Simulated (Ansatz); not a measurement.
Molecule: SnCl$_{3}$ (charge 0, doublet). It need not be the lowest isomer of its formula. 
Geometry from a B3LYP-D3(BJ)/def2-TZVP (Ansatz, a first-principles code) optimisation:
```xyz
4

Sn    -0.2740    -0.2980    -0.1515
Cl     0.1016     1.4065    -1.7413
Cl    -1.1145     0.7217     1.8048
Cl     1.8187    -1.2517     0.3820
```
Charge 0, spin multiplicity 2.

Property: vertical electron affinity (to the singlet state of charge -1; a negative value means that the extra electron is unbound and the number depends on the basis; each state is the SCF solution reached for its spin; the molecule has degenerate orbitals, so one determinant may break the symmetry), in eV. Valence correlation only, unless marked. Open shells are spin-unrestricted. No spin-orbit coupling. Frozen are the shells of the preceding noble gas and the d and f shells that filled before the atom's block. Past Kr the def2 sets carry scalar-relativistic core potentials. Anions need diffuse functions: def2-D sets add few. Basis-set limits of correlation are two-point, X^-3; Hartree-Fock from the larger set. The bracket is a focal-point correction in the basis named.

| level | program | vertical electron affinity (eV) |
|---|---|---|
| HF/def2-SVPD | Ansatz | 2.67 |
| HF/def2-TZVPPD | Ansatz | 2.60 |
| SVWN5/def2-TZVPD | Ansatz | 3.69 |
| PBE/def2-TZVPD | Ansatz | 3.43 |
| r2SCAN/def2-TZVPD | Ansatz | 3.46 |
| wB97X-V/def2-TZVPD | Ansatz | 3.59 |
| wB97X/def2-TZVPD | Ansatz | 3.68 |
| MP2/def2-TZVPPD | Ansatz | 3.34 |
| RI-MP2/CBS(def2-TZVPPD,def2-QZVPPD) | Ansatz | 3.47 |
| CCSD/def2-SVPD | Ansatz | 3.28 |
| CCSD/def2-TZVPPD | Ansatz | 3.33 |
| CCSD(T)/def2-TZVPPD | Ansatz | 3.35 |
| RI-MP2/CBS(def2-TZVPPD,def2-QZVPPD)+[CCSD(T)-MP2]/def2-SVPD | Ansatz | 3.47 |
| RI-MP2/CBS(def2-TZVPPD,def2-QZVPPD)+[CCSD(T)-MP2]/def2-TZVPPD | Ansatz | 3.47 |
